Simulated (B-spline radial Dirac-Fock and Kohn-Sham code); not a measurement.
## X-ray lines that fill the M5 vacancy in La²⁺

System: the La²⁺ ion, configuration 1s2 2s2 2p6 3s2 3p6 3d10 4s2 4p6 4d10 5s2 5p6 5d1.

The run's input, task.json:

```json
{"items": [{
  "Z": 57,
  "q": 2,
  "cfg": [[1, 0, 2], [2, 0, 2], [2, 1, 6], [3, 0, 2], [3, 1, 6], [3, 2, 10], [4, 0, 2], [4, 1, 6], [4, 2, 10], [5, 0, 2], [5, 1, 6], [5, 2, 1]],
  "A": 139,
  "rrms": 4.855,
  "do": ["binding", "quiet", "decay"],
  "holes": ["K", "L1", "L2", "L3", "M1", "M2", "M3", "M4", "M5", "N1", "N2", "N3", "N4", "N5"]
}]}
```

Command: `python xray_run.py task.json out`

Model: one-electron (LDA, Dirac) transition rates at Dirac-Fock energies. Program: a B-spline atomic structure program.

```
 line  multipole  energy (eV)  rate (s⁻¹)  share (%)
  Mζ1         E1        629.5    4.91e+11       85.7
M5-N4         E2        731.3    1.60e+08     0.0279
M5-N5         E2        734.2    6.20e+08      0.108
M5-O3         E1        821.0    8.09e+10       14.1
```

The listed lines hold 100.0 % of the radiative rate. The radiative width is 0.000377 eV in the length form and 0.000399 eV in the velocity form; the two differ because the transition energies are not eigenvalue differences of the potential that gave the orbitals.

Values without a named source are computed, but for edge energies of neutral atoms, which are taken from tables.
